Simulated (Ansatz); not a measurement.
`[CH3][InH][Br]` + `[OH][SnH2][AlH2]` → `[OH][InH][Br]` + `[CH3][SnH2][AlH2]` at 400 K and 1 bar (redistribution).

Isolated molecules relaxed with PBE0-D4/def2-TZVP in Ansatz; ΔE leaves out vibrations. CCSD(T)/CBS is the MP2 limit (def2-TZVPP, def2-QZVPP) plus CCSD(T) − MP2 in def2-TZVPP, frozen cores. Elements past krypton have def2 core potentials. For Br, In, Sn outer-core shells are correlated without core-valence functions, which leaves a few kJ/mol of doubt a bond. Scalar relativity is left out up to krypton. One conformer a species, not always the lowest.

```tsv
species	CCSD(T)/CBS energy (Eh)	H − E (kJ/mol)	S (J/(mol·K))
`[CH3][InH][Br]`	-2803.63750	137.9	372.7
`[OH][SnH2][AlH2]`	-534.20940	137.2	390.5
`[OH][InH][Br]`	-2839.57190	76.2	348.7
`[CH3][SnH2][AlH2]`	-498.27916	199.1	403.3
```

H − E and S are ideal-gas, rigid-rotor, harmonic terms from PBE0-D4/def2-TZVP, for one conformer and one mirror image of each species. 1 Eh = 2625.50 kJ/mol, R = 8.31446 J/(mol·K).

Q: By hand: ΔE, ΔH, ΔS and ΔG.

A: ΔE = (-2839.57190) + (-498.27916) − (-2803.63750) − (-534.20940) = -0.00416 Eh = -10.9 kJ/mol. Δ(H − E) = 76.2 + 199.1 − 137.9 − 137.2 = 0.2, so ΔH = -10.7 kJ/mol. ΔS = 348.7 + 403.3 − 372.7 − 390.5 = -11.2 J/(mol·K). ΔG = -10.7 − 400 × (-11.2)/1000 = -6.2 kJ/mol.

Q: By hand: the equilibrium constant, and the temperature at which ΔG would vanish if ΔH and ΔS stayed fixed.

A: log₁₀ K = −ΔG/(RT ln 10) = 0.8. ΔG = 0 at ΔH/ΔS = 955 K, though so small a ΔS makes that figure unsure.

TΔS isn't small against ΔH here. A doubt of 5 kJ/mol in ΔE shifts log₁₀ K by 0.7 here. Other conformers and mirror images would add mixing entropy, several J/(mol·K) or more a flexible species. Modes under 60 cm⁻¹, often nearly free rotors, make the harmonic entropy too high. These are equilibria of isolated gas molecules and say nothing of rates. Largest T1 diagnostic: 0.014 (customary marks: 0.02 for closed shells, 0.045 for open ones).
